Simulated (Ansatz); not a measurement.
Relaxed structures of GaH$_{4}$SO (charge +1), closed shell (PBE0-D4/def2-TZVP; forces vanish, vibrations not checked; lower isomers may exist, and structures with a doubtful reference or unclear bonds are left out; Å). Program: Ansatz 0.2.0. Basis: def2-TZVPP. Cores are frozen in the correlated methods. Filled d shells of the heavier atoms are correlated. The def2 sets are not built for correlating such inner shells, so the correlated values are less sure here.

Task: Rank them by CCSD(T) energy, lowest first, and give each one's height above the lowest. Links in brackets join atoms within 1.22 times the sum of their covalent radii (1.1 for two metals). (Judge from chemistry; the value comes from the calculation.)
A.
GaH₄SO ([OH][GaH][SH2]), total charge +1
```
7
angstrom
O 1.5196 -0.1222 -0.4025
Ga 0.2746 0.0577 0.7978
S -1.4339 0.6826 -0.7931
H -0.8634 -0.0058 -1.8052
H -2.3514 -0.2666 -0.5132
H -0.1530 0.0144 2.2639
H 2.4205 -0.3285 -0.1316
```
B.
GaH₄SO ([SH][OH][GaH2]), total charge +1
```
7
angstrom
O 0.2138 0.2242 0.4146
Ga -1.3649 -0.0435 -0.7899
S 1.8405 0.4362 -0.0800
H -0.7130 -0.2280 -2.1625
H -2.5361 0.0486 0.1972
H 0.1110 0.4128 1.3595
H 2.2059 -0.8421 0.1432
```
C.
GaH₄SO ([OH2][GaH][SH]), total charge +1
```
7
angstrom
O -1.2550 0.0722 -0.6235
Ga 0.2598 -0.0109 0.6860
S 1.9666 -0.1241 -0.5936
H -1.1733 0.0604 -1.5866
H -2.1881 0.1306 -0.3785
H -0.4332 0.0410 2.0498
H 2.8232 -0.1691 0.4465
```

Result: By the calculation: C (0.00 kcal/mol), A (13.38 kcal/mol), B (56.77 kcal/mol). Heights count from the lowest.

No T1 diagnostic of these runs exceeds 0.015.

For scale, one of the runs: CCSD(T)/def2-TZVPP, 177 basis functions, launched by `ansatz run in.yaml --threads 2 --pin off --events-out ev --progress --plain --max-ram 4352MiB`. Hardware: 2 CPU threads of an Arm Neoverse V1, shared host. Wall time 62 s; peak host memory 1.6 GiB.
